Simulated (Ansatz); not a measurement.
# Nudged elastic band run: C₂H₄Sn

input.yaml

```yaml
crystal:
  periodic: [false, false, false]
  atoms:
    - { symbol: C, position_ang: [-0.904626, -1.950632, 0.191784] }
    - { symbol: C, position_ang: [-0.383939, -0.843068, 0.078248] }
    - { symbol: Sn, position_ang: [0.509038, 1.053457, -0.115258] }
    - { symbol: H, position_ang: [-1.363173, -2.92523, 0.29182] }
    - { symbol: H, position_ang: [0.181575, 1.636309, -1.700196] }
    - { symbol: H, position_ang: [-0.17913, 2.088645, 1.073766] }
    - { symbol: H, position_ang: [2.201456, 0.872619, 0.134237] }
basis:
  gaussian: { orbitals: def2-SVPD }
hamiltonian:
  xc: pbe
neb:
  order_check: false
  images: 7
  f_tol: 0.03
  max_iterations: 60
  initial_path: linear
  final_atoms:
    - { symbol: C, position_ang: [-0.44999433, -2.39280283, 0.28064062] }
    - { symbol: C, position_ang: [-0.24999024, -1.13369389, 0.12520112] }
    - { symbol: Sn, position_ang: [0.4243531, 0.89123672, -0.10068969] }
    - { symbol: H, position_ang: [-1.42799808, -1.49481818, 0.10038088] }
    - { symbol: H, position_ang: [0.00779497, 1.40848269, -1.68546154] }
    - { symbol: H, position_ang: [-0.36438752, 1.83707021, 1.09741331] }
    - { symbol: H, position_ang: [2.12142309, 0.81662529, 0.13691631] }
```

Command:

```bash
$ ansatz run input.yaml --threads 2 --pin off --max-ram 3072MiB --backend cpu --events-out ev --progress --plain --runs-dir out
```

Output, in part (warnings, iteration lines, the closing report on the highest movable image, with atoms numbered from 0):

```
NEB end point (image 0): max|allowed force component| = 2.356e-3 eV/Å (the criterion of neb.relax_end_points is 1.000e-2)
NEB end point (image 8): max|allowed force component| = 1.767e-2 eV/Å (the criterion of neb.relax_end_points is 1.000e-2)
NEB iter   1: max|band force component| = 4.353e1 eV/Å  barrier→ = 6.7646 eV  barrier← = 4.9140 eV  Δτ_max = 0.1975 Å  (235 SCF iters)
NEB iter   2: max|band force component| = 2.837e0 eV/Å  barrier→ = 1.9023 eV  barrier← = 0.0517 eV  Δτ_max = 0.1940 Å  (224 SCF iters)
NEB iter   3: max|band force component| = 1.160e0 eV/Å  barrier→ = 1.8724 eV  barrier← = 0.0219 eV  Δτ_max = 0.1937 Å  (201 SCF iters)
NEB iter   4: max|band force component| = 2.058e0 eV/Å  barrier→ = 1.8772 eV  barrier← = 0.0266 eV  Δτ_max = 0.1021 Å  (218 SCF iters)
NEB iter   5: max|band force component| = 1.082e0 eV/Å  barrier→ = 1.8725 eV  barrier← = 0.0219 eV  Δτ_max = 0.1002 Å  (217 SCF iters)
NEB iter   6: max|band force component| = 7.472e-1 eV/Å  barrier→ = 1.8657 eV  barrier← = 0.0151 eV  Δτ_max = 0.0977 Å  (216 SCF iters)
NEB iter   7: max|band force component| = 5.547e-1 eV/Å  barrier→ = 1.8506 eV  barrier← = 0.0000 eV  Δτ_max = 0.0263 Å  (214 SCF iters)
NEB iter   8: max|band force component| = 4.665e-1 eV/Å  barrier→ = 1.8305 eV  barrier← = -0.0201 eV  CI = image 7  Δτ_max = 0.0733 Å  (195 SCF iters)
NEB iter   9: max|band force component| = 2.870e-1 eV/Å  barrier→ = 1.8651 eV  barrier← = 0.0145 eV  CI = image 7  Δτ_max = 0.0272 Å  (204 SCF iters)
NEB iter  10: max|band force component| = 8.067e-2 eV/Å  barrier→ = 1.8640 eV  barrier← = 0.0134 eV  CI = image 7  Δτ_max = 0.0178 Å  (198 SCF iters)
NEB iter  11: max|band force component| = 2.507e-2 eV/Å  barrier→ = 1.8637 eV  barrier← = 0.0131 eV  CI = image 7  Δτ_max = 0.0000 Å  (381 SCF iters)
Total energy: -7961.17663017 eV, -292.5678448792 hartree
Atom 0 at    -0.321722    -2.384884     0.299582 Å, force    -0.011714     0.010934    -0.002006 eV/Å
Atom 1 at    -0.135059    -1.130984     0.137719 Å, force    -0.004088    -0.010366     0.001494 eV/Å
Atom 2 at     0.373787     0.940145    -0.111918 Å, force    -0.007143    -0.003472    -0.000297 eV/Å
Atom 3 at    -1.355438    -1.731783     0.129349 Å, force     0.018816     0.000096     0.000760 eV/Å
Atom 4 at    -0.102729     1.407370    -1.694600 Å, force    -0.000266     0.000841    -0.003039 eV/Å
Atom 5 at    -0.471959     1.828036     1.090705 Å, force    -0.000696     0.001462     0.002608 eV/Å
Atom 6 at     2.074321     1.004200     0.103565 Å, force     0.005091     0.000504     0.000480 eV/Å
Dipole moment:     0.005461     0.827428    -0.115043 e Å
```

The forces met the threshold. The order of the stationary point at the top wasn't checked.

Final band:

```tsv
image	path coordinate (Å)	energy (kcal/mol)
0	0.00	0.0
1	0.30	0.4
2	0.59	1.7
3	0.89	4.8
4	1.19	12.7
5	1.48	25.0
6	1.78	37.7
7	2.08	43.0
8	2.25	42.7
```

The run took 2.5 min on 2 threads of Intel(R) Xeon(R) Platinum 8488C (Sapphire Rapids) (shared host), peak memory 0.15 GiB.
